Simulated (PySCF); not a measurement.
Gas-phase reaction: SnH₂ + 2 C₃H₆ (propylene) ⇌ Sn(CH₃)₄ + C₂H₂ (acetylene)

Method: PySCF energies plus ideal-gas RRHO corrections (1 bar). † marks an energy on the PBE0/def2-TZVP geometry and frequencies. All species are closed-shell singlets. Sn: scalar-relativistic def2 core potential, no spin-orbit coupling. SnH₂: computed as isolated molecules; such fragments, hydroxides, amides, oligomers or adducts are transient or little studied in the gas.

r2SCAN/def2-TZVP† gives ΔH°(298 K) = -51 kJ.

Problem. What do M06-2X/def2-TZVP†, HF/def2-TZVP†, PBE0/def2-SVP† give?

Solution. M06-2X/def2-TZVP†: -73 kJ; HF/def2-TZVP†: -2 kJ; PBE0/def2-SVP†: -3 kJ. For scale, ΔH°(298 K) is -51 kJ at this level, -56 kJ at ωB97M-V/def2-TZVP†, and runs from -108 to 255 kJ over the 16 levels computed.
